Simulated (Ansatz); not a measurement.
The same path of FH₇NW (10 atoms, charge 0, multiplicity 2) was run twice with different band settings. Lost on the way: W1–H2, H2–H6. Made: H2–N8.

These are results of UKS B3LYP-D4/def2-SVP (Ansatz 0.2.0), not measurements.

Relaxed end points:

```xyz
10
Properties=species:S:1:pos:R:3
W 0.020 0.462 0.676
H -0.514 -1.437 0.925
H 1.526 0.031 -0.001
F 0.136 2.337 0.510
H -1.528 0.190 0.008
H 0.293 -1.496 0.904
H -0.035 -0.485 -0.730
N 0.022 0.162 2.617
H -0.016 -0.653 3.220
H 0.096 1.018 3.171
```

```xyz
10
Properties=species:S:1:pos:R:3
W -0.241 0.184 0.288
H 1.231 -0.694 2.671
H 1.329 -0.475 0.120
F -0.387 1.895 1.058
H -1.390 -0.061 -0.948
H -1.354 -1.018 0.785
H 0.232 0.257 -1.348
N 0.383 -0.134 2.565
H -0.354 -0.597 3.100
H 0.551 0.774 3.008
```

Common settings: movable images 7; climbing image yes; spring 5.0 eV/Å²; optimiser quadratic models (default); start path through a guess of the saddle point; iteration limit 60; end points relaxed.

| run | force threshold |
| --- | --- |
| 1 | 0.05 eV/Å |
| 2 | 0.5 eV/Å |

Q: What does each run give, and how far can it be trusted?

A: Run 1: not converged after 60 iterations, highest image 0.677 eV above the first end. The band didn't meet its force threshold, so its energies are provisional: the largest band force was still 0.25 eV/Å, and over the last iterations the top stayed at 0.68 eV. Neighbouring images lie up to 2.8 Å apart, so the band is torn or far too coarse. Inner images lie below an end point, which means an intermediate or an end that isn't the lowest structure nearby.
Run 2: converged after 28 iterations, highest image 0.840 eV above the first end. The threshold of 0.5 eV/Å is loose, so the images may lie well off the minimum-energy path. The profile has 2 maxima (images 3, 7) with wells between them (image 6): this band takes more than one step, which may be the mechanism or a detour left from its start path. The order of the point at the top wasn't checked.
